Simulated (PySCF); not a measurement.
H3ClSi, charge -1, doublet, at the geometry of the source list (a state made from the parent by changing its charge; the spin is typed, not shown lowest) (in this run its highest filled SCF level lies above zero, so its values depend strongly on the basis, on diffuse functions most of all); SVWN5/3-21G in PySCF.

Input for PySCF:
```python
from pyscf import gto, scf, dft

mol = gto.Mole()
mol.atom = '''
    Si   -0.12910000   -0.00570000   -0.00460000
    Cl    1.87810000    0.08360000    0.06760000
    H    -0.50430000   -0.99840000   -1.00530000
    H    -0.63000000    1.31380000   -0.37260000
    H    -0.61480000   -0.39330000    1.31500000
'''
mol.basis = '3-21g'
mol.charge = -1
mol.spin = 1
mol.verbose = 4
mol.build()

mf = dft.UKS(mol)
mf.xc = 'lda,vwn'
mf.DIIS = scf.ADIIS
mf.kernel()
```

Q: Predict the main parts of the log of this PySCF run.

A: 
```
PySCF version 2.14.0

[INPUT] verbose = 4
[INPUT] num. atoms = 5
[INPUT] num. electrons = 35
[INPUT] charge = -1
[INPUT] spin (= nelec alpha-beta = 2S) = 1
[INPUT] symmetry False subgroup None
[INPUT] Mole.unit = angstrom
[INPUT] Symbol           X                Y                Z      unit          X                Y                Z       unit  Magmom
[INPUT]  1 Si    -0.129100000000  -0.005700000000  -0.004600000000 AA   -0.243963642681  -0.010771438910  -0.008692740173 Bohr   0.0
[INPUT]  2 Cl     1.878100000000   0.083600000000   0.067600000000 AA    3.549094634546   0.157981104014   0.127745486021 Bohr   0.0
[INPUT]  3 H     -0.504300000000  -0.998400000000  -1.005300000000 AA   -0.952988884618  -1.886702562766  -1.899741673025 Bohr   0.0
[INPUT]  4 H     -0.630000000000   1.313800000000  -0.372600000000 AA   -1.190527458476   2.482722182454  -0.704111954013 Bohr   0.0
[INPUT]  5 H     -0.614800000000  -0.393300000000   1.315000000000 AA   -1.161803621383  -0.743229284791   2.484989853803 Bohr   0.0

nuclear repulsion = 88.085674634342
number of shells = 20
number of NR pGTOs = 63
number of NR cGTOs = 32
basis = 3-21g
ecp = {}

******** <class 'pyscf.dft.uks.UKS'> ********
method = UKS
initial guess = minao
damping factor = 0
level_shift factor = 0
DIIS = <class 'pyscf.scf.diis.ADIIS'>
diis_start_cycle = 1
diis_space = 8
diis_damp = 0
SCF conv_tol = 1e-09
SCF conv_tol_grad = None
SCF max_cycles = 50
direct_scf = True
direct_scf_tol = 1e-13
number electrons alpha = 18  beta = 17
XC library pyscf.dft.libxc version 7.1.2
    S. Lehtola, C. Steigemann, M. J. T. Oliveira, and M. A. L. Marques,  SoftwareX 7, 1–5 (2018)
XC functionals = lda,vwn
    P. A. M. Dirac,  Math. Proc. Cambridge Philos. Soc. 26, 376 (1930)
    F. Bloch,  Z. Phys. 57, 545 (1929)
    S. H. Vosko, L. Wilk, and M. Nusair,  Can. J. Phys. 58, 1200 (1980)
radial grids:
    Treutler-Ahlrichs [JCP 102, 346 (1995); DOI:10.1063/1.469408] (M4) radial grids

becke partition: Becke, JCP 88, 2547 (1988); DOI:10.1063/1.454033
pruning grids: <function nwchem_prune>
grids dens level: 3
symmetrized grids: False
atomic radii adjust function: <function treutler_atomic_radii_adjust>
small_rho_cutoff = 0
Set gradient conv threshold to 3.16228e-05
tot grids = 67488
init E= -744.640918667386

cycle= 1 E= -744.969464226147  delta_E= -0.329  |g|= 0.215  |ddm|= 3.56
cycle= 2 E= -744.951117371814  delta_E= 0.0183  |g|= 0.291  |ddm|= 1.53
cycle= 3 E= -745.000645751935  delta_E= -0.0495  |g|= 0.0206  |ddm|= 0.971
cycle= 4 E= -745.000886617436  delta_E= -0.000241  |g|= 0.0136  |ddm|= 0.168
cycle= 5 E= -745.000981567741  delta_E= -9.5e-05  |g|= 0.00813  |ddm|= 0.0732
cycle= 6 E= -745.001008285741  delta_E= -2.67e-05  |g|= 0.00515  |ddm|= 0.0404
cycle= 7 E= -745.001024668709  delta_E= -1.64e-05  |g|= 0.00207  |ddm|= 0.0307
cycle= 8 E= -745.001025078381  delta_E= -4.1e-07  |g|= 0.00204  |ddm|= 0.0201
cycle= 9 E= -745.001027862028  delta_E= -2.78e-06  |g|= 0.000303  |ddm|= 0.00953
cycle= 10 E= -745.001027833369  delta_E= 2.87e-08  |g|= 0.000372  |ddm|= 0.00127
cycle= 11 E= -745.00102791874  delta_E= -8.54e-08  |g|= 3.6e-05  |ddm|= 0.000835
cycle= 12 E= -745.001027918665  delta_E= 7.49e-11  |g|= 3.74e-05  |ddm|= 0.000201
cycle= 13 E= -745.001027919728  delta_E= -1.06e-09  |g|= 8.31e-07  |ddm|= 9.18e-05
cycle= 14 E= -745.00102791973  delta_E= -1.25e-12  |g|= 4.35e-07  |ddm|= 4.5e-06
Extra cycle  E= -745.00102791973  delta_E= -1.14e-13  |g|= 3.08e-07  |ddm|= 5.12e-06
converged SCF energy = -745.00102791973  <S^2> = 0.75055288  2S+1 = 2.0005528
```
